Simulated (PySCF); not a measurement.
ZrI₃, SMILES [I][Zr]([I])[I] (connectivity only; charge and spin as stated), neutral, multiplicity 2.

Coordinates come from a PBE-D3(BJ)/def2-SVP optimisation. The multiplicity is an assumed one; no other spin state was optimised. The isomer is the one that the SMILES or the coordinates give; other isomers of the formula were not compared. The def2 effective core potentials stand for the cores of I, Zr; spin–orbit coupling is left out.

Computed with PySCF with PBE-D3(BJ)/def2-SVP.

Frequencies are harmonic and unscaled.

Modes within 1.5 cm⁻¹ of each other (mostly degenerate sets) share a row, with their intensities summed.

Estimate the vibrational spectrum. (An estimate is asked for; the answer gives what the named calculation found.)


```
mode  ν (cm⁻¹)  IR (km/mol)  moving atoms (share of kinetic energy)
----  --------  -----------  --------------------------------------
1           36          1.2                         Zr 81 %, I 19 %
2–3         38          0.0                         I 90 %, Zr 10 %
4          154          0.0                                 I 100 %
5–6        261         90.6                         Zr 70 %, I 30 %
```
